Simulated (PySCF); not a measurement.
Sn(H)(SiH3)3, SMILES [SiH3][SnH]([SiH3])[SiH3], PBE0/def2-SVP optimised geometry.

```
14

Sn     1.27     0.11     0.00
Si     2.16     1.31    -2.10
Si    -1.30     0.11     0.00
Si     2.16     1.27     2.12
H      1.83    -1.52    -0.02
H      1.69     2.73    -2.10
H      3.65     1.30    -2.12
H      1.65     0.64    -3.34
H     -1.83    -0.59    -1.22
H     -1.83    -0.58     1.22
H     -1.80     1.52     0.00
H      3.65     1.27     2.14
H      1.68     2.69     2.16
H      1.66     0.57     3.35
```

Density from PBE0/def2-TZVP, def2 effective core potentials past Kr run with PySCF at that geometry. The core electrons that the potentials of Sn replace are not part of the density.

Minimum of the electron density along straight lines between bonded atoms, close to the bond critical point (lines longer than 1.1 times the sum of covalent radii, or with two minima, are not listed):

```json
[
 {"bond": "Sn1–Si2", "length / Å": "2.574", "ρ at the minimum / e bohr⁻³": "0.073", "∇²ρ there / e bohr⁻⁵": "-0.05", "position (fraction from the first atom)": "0.51"},
 {"bond": "Sn1–Si3", "length / Å": "2.574", "ρ at the minimum / e bohr⁻³": "0.073", "∇²ρ there / e bohr⁻⁵": "-0.05", "position (fraction from the first atom)": "0.51"},
 {"bond": "Sn1–Si4", "length / Å": "2.574", "ρ at the minimum / e bohr⁻³": "0.073", "∇²ρ there / e bohr⁻⁵": "-0.05", "position (fraction from the first atom)": "0.51"},
 {"bond": "Sn1–H5", "length / Å": "1.719", "ρ at the minimum / e bohr⁻³": "0.110", "∇²ρ there / e bohr⁻⁵": "0.07", "position (fraction from the first atom)": "0.63"},
 {"bond": "Si2–H6", "length / Å": "1.495", "ρ at the minimum / e bohr⁻³": "0.117", "∇²ρ there / e bohr⁻⁵": "0.15", "position (fraction from the first atom)": "0.49"},
 {"bond": "Si2–H7", "length / Å": "1.495", "ρ at the minimum / e bohr⁻³": "0.118", "∇²ρ there / e bohr⁻⁵": "0.15", "position (fraction from the first atom)": "0.49"},
 {"bond": "Si2–H8", "length / Å": "1.495", "ρ at the minimum / e bohr⁻³": "0.118", "∇²ρ there / e bohr⁻⁵": "0.15", "position (fraction from the first atom)": "0.49"},
 {"bond": "Si3–H9", "length / Å": "1.495", "ρ at the minimum / e bohr⁻³": "0.118", "∇²ρ there / e bohr⁻⁵": "0.15", "position (fraction from the first atom)": "0.49"},
 {"bond": "Si3–H10", "length / Å": "1.495", "ρ at the minimum / e bohr⁻³": "0.118", "∇²ρ there / e bohr⁻⁵": "0.15", "position (fraction from the first atom)": "0.49"},
 {"bond": "Si3–H11", "length / Å": "1.496", "ρ at the minimum / e bohr⁻³": "0.117", "∇²ρ there / e bohr⁻⁵": "0.15", "position (fraction from the first atom)": "0.49"},
 {"bond": "Si4–H12", "length / Å": "1.495", "ρ at the minimum / e bohr⁻³": "0.118", "∇²ρ there / e bohr⁻⁵": "0.15", "position (fraction from the first atom)": "0.49"},
 {"bond": "Si4–H13", "length / Å": "1.495", "ρ at the minimum / e bohr⁻³": "0.117", "∇²ρ there / e bohr⁻⁵": "0.15", "position (fraction from the first atom)": "0.49"},
 {"bond": "Si4–H14", "length / Å": "1.495", "ρ at the minimum / e bohr⁻³": "0.118", "∇²ρ there / e bohr⁻⁵": "0.15", "position (fraction from the first atom)": "0.49"}
]
```
